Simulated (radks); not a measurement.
Spherical quantum dot in the effective-mass picture: electrons in a hard-walled sphere of radius 1.69, all in effective atomic units (hartree* = m*/eps^2 hartree, bohr* = eps/m* bohr), one dielectric constant everywhere. Calculated with a radial shooting solver with Libxc functionals: non-relativistic Kohn-Sham, LDA (Slater exchange, Perdew-Wang correlation), spin-polarised, spherical densities. Levels are named by radial order and angular momentum (1s, 1p, 1d, 2s, ...), and open shells are averaged over m.

N = 5, configuration 1s2 1p(up 3, down 0). This is the lowest configuration that the search found. Occupied and some empty levels:

level    occupation  eigenvalue (hartree*)  <r> (bohr*)
1s up             1                 5.5683       0.9084
1s down           1                 5.8151       0.9050
1p up             3                 7.1227        1.035
1p down           0                 7.3823        1.036
1d up             0                 9.2444        1.116
1d down           0                 9.5025        1.117
2s up             0                 10.817       0.8228
2s down           0                 10.998       0.8236
1f up             0                 11.868        1.174
1f down           0                 12.120        1.175

Energy (hartree*): total 22.3870, kinetic 14.262, external 0, Hartree 11.398, exchange-correlation -3.2725.
